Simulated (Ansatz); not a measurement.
Ansatz results at the PBE0-D4/def2-TZVP geometry: size of the dipole moment (ωB97M-V/def2-TZVPP) 0.39 D; zero-point energy (PBE0-D4/def2-TZVP) 183.0 kJ/mol; size of the dipole moment (B3LYP/def2-TZVPP) 0.45 D.

**Question.** Which molecule gave them?
A. `[CH3][Ga][CH3]`•
B. `[Mg][SH]`•
C. `[O]CF`•
D. `CC[B]N`•

**Answer.** A. The others give `[O]CF`•: 2.13, 79.0, 2.16; `[Mg][SH]`•: 3.06, 21.5, 2.79; `CC[B]N`•: 1.92, 248.3, 1.86.

B3LYP here is the variant with VWN-RPA as its local correlation; programs differ in this.
